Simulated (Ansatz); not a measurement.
`C#[C][Sn]([Cl])([Cl])[Cl]` + `[AlH3]` → `C#[C][AlH2]` + `[Cl][SnH]([Cl])[Cl]`  (formal exchange of groups at a C–Sn bond)

Program: Ansatz. Geometries: PBE0-D4/def2-TZVP. ΔE: electronic, gas phase. CCSD(T)/CBS is the MP2 limit (def2-TZVPP, def2-QZVPP) plus CCSD(T) − MP2 in def2-TZVPP, frozen cores. This one scheme is used for every species. Functionals use def2-TZVPP. B3LYP here is the variant with VWN-RPA as its local correlation; programs differ in this. Elements past krypton have def2 core potentials. For Sn outer-core shells are correlated without core-valence functions, which leaves a few kJ/mol of doubt a bond.

`C#[C][Sn]([Cl])([Cl])[Cl]`:

```xyz
7

C    -1.184    0.138    1.881
C    -0.543    0.063    0.864
Sn    0.545   -0.063   -0.866
Cl   -0.678    0.692   -2.653
Cl    1.157   -2.234   -1.285
Cl    2.454    1.200   -0.722
H    -1.752    0.204    2.781
```

`[AlH3]`:

Z-matrix (Å, degrees):
```
Al
H 1 1.586
H 1 1.586 2 120.0
H 1 1.586 2 120.0 3 -179.9
```

`C#[C][AlH2]`:

```xyz
6

C    -0.482    1.711   -0.460
C    -0.164    0.583   -0.156
Al    0.336   -1.193    0.321
H    -0.761    2.705   -0.728
H     1.758   -1.726   -0.116
H    -0.686   -2.079    1.138
```

`[Cl][SnH]([Cl])[Cl]`:

Z-matrix (Å, degrees):
```
Sn
Cl 1 2.300
Cl 1 2.300 2 107.4
Cl 1 2.300 2 107.4 3 115.3
H 1 1.692 2 111.5 3 -122.4
```

| species | B3LYP-D4 energy (Eh) |
| --- | --- |
| `C#[C][Sn]([Cl])([Cl])[Cl]` | -1671.98279 |
| `[AlH3]` | -244.23481 |
| `C#[C][AlH2]` | -320.43992 |
| `[Cl][SnH]([Cl])[Cl]` | -1595.80128 |

Q: Work out ΔE.

A: ΔE = (-320.43992) + (-1595.80128) − (-1671.98279) − (-244.23481) = -0.02360 Eh = -62.0 kJ/mol. CCSD(T)/CBS gives -55.2 kJ/mol.

Largest T1 diagnostic among the species: 0.013.

The D4 term adds +6.1 kJ/mol with B3LYP and +3.7 kJ/mol with PBE0; it sums over pairs of atoms, weighted by their polarisabilities, and B3LYP, whose exchange is more repulsive, gets the larger term. Leaving LDA and LC-ωPBE aside and taking each functional with its dispersion term where it has one, the values, not all of them listed here, spread over 8.9 kJ/mol, from r2SCAN-D4 to PBE-QIDH. From BLYP to BHLYP (50 % exact exchange), in def2-TZVPP and without D4, ΔE moves by +3.1 kJ/mol.
